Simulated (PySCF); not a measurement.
[Pr(H2O)3]3+ at several levels of theory

Computed with PySCF 2.14.0 (density fitting, no spin-orbit coupling) at the geometry relaxed with PBE0:

```xyz
10
[Pr(H2O)3]3+ (singlet in the valence; each metal's 4f electrons, 2 of them, lie in its core potential, out of spins and levels; a saddle point, relaxed within its symmetry)
Pr    0.0000    0.0000    0.0000
O     2.3736    0.0000    0.0000
H     2.9902    0.0000    0.7697
H     2.9902    0.0000   -0.7697
O    -1.1868    2.0556    0.0000
H    -1.4951    2.5896    0.7697
H    -1.4951    2.5896   -0.7697
O    -1.1868   -2.0556    0.0000
H    -1.4951   -2.5896    0.7697
H    -1.4951   -2.5896   -0.7697
```

| level | basis | state | HOMO (eV) | gap (eV) | charge on Pr1 (e) | population of f-type functions on Pr1 (polarisation alone where 4f lies in the core) | dipole about the centre of mass (D) | largest force component (eV/Å) |
| --- | --- | --- | --- | --- | --- | --- | --- | --- |
| PBE0 | Pr lcecp-1-SVP with ECP48, O def2-SVP, H def2-SVP | singlet | -24.60 | 7.67 | 2.08 | 0.05 | 0.00 | 0.00 |

In the lcecp rows the 4f levels are missing from HOMO and gap, and the state counts the valence alone.

Charges are Mulliken's, which hang on the basis. The relaxation used the grid (50, 194), these runs (75, 302) or, all-electron (x2c bases, spin-free X2C Hamiltonian), (99, 590).

Question: A further run in the first row's basis gives HOMO (eV) -23.14, gap (eV) 5.83, charge on Pr1 (e) 2.15, population of f-type functions on Pr1 (polarisation alone where 4f lies in the core) 0.05, dipole about the centre of mass (D) 0.00, largest force component (eV/Å) 0.14. Which level was it?
A. PBE
B. M06-L

Answer: B. The others give HOMO -22.72 eV (PBE).

In the first row's basis the gap widens with exact exchange: 4.9 to 5.8 eV for PBE, M06-L (none); 7.7 eV for PBE0 (a fixed share).

An lcecp potential fixes the number of 4f electrons, so in runs with it no electron can move into or out of that shell.
